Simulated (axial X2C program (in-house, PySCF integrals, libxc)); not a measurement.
## Correcting the dissociation energy of NaI⁺ for spin–orbit coupling

A spin-free CCSD(T) curve (one-electron X2C) was computed with an axial X2C code built on PySCF integrals, basis I dyall-cv3z [11s12p8d4f1g], Na dyall-cv3z [9s8p5d2f] (cores contracted in-house), for the state M_S = 1/2, Λ = 1 (beyond evenly filled blocks: π+α, π+β, π-α). It gives D0 = 0.413 eV to I + Na+, which in a spin-free picture are the weighted means of the ground terms.

Correlated methods: 15 electrons correlated (number of frozen shells: I 4 s, 3 p, 2 d; Na 1 s), 269 virtual spin orbitals or spinors in MP2, 90 natural virtuals in coupled cluster.

Measured levels of the ground terms (NIST Handbook of Basic Atomic Spectroscopic Data), in cm⁻¹: I 2P: J = 3/2 at 0, J = 1/2 at 7603.1; Na+ 1S: J = 0 at 0.

The two components of the molecular doublet are 2686 cm⁻¹ apart in the PBE0 2c search (Ω = 3/2 lower), so the lower one lies 1343 cm⁻¹ under their mean.

Question: How far does each ground level lie under the (2J+1)-weighted mean of its term?

Answer: I: (4 × 0 + 2 × 7603.1)/6 = 2534 cm⁻¹; Na+: a single level, 0.

Question: Correct D0.

Answer: D0 = 0.413 + (1343 − 2534)/8065.5 = 0.265 eV at CCSD(T) with these spin–orbit terms. The direct two-component run gives 0.422 eV; the difference holds second-order terms in the molecule, scalar two-electron terms, the gap between measured and computed atomic splittings (a 2c atom can miss part of its lowering) and, in coupled cluster, the truncation of each run.

Second-order spin–orbit effects in the molecule, which grow quickly with Z, are left out. Occupations by symmetry block were frozen at the best pattern of an incomplete PBE0 search. De is counted from the lowest determinant-based energies of the atoms at the same level, without counterpoise correction. CCSD and (T) use frozen natural virtuals with an MP2 correction for the truncation; (T) itself is uncorrected, so its De runs slightly low. PBE0 can misorder states that lie within some tenths of an eV, so this need not be the ground state of the molecule. The nearest other spin-free determinant of the search, M_S = 1/2, Λ = 0, lies 0.48 eV up at the distance of the search.
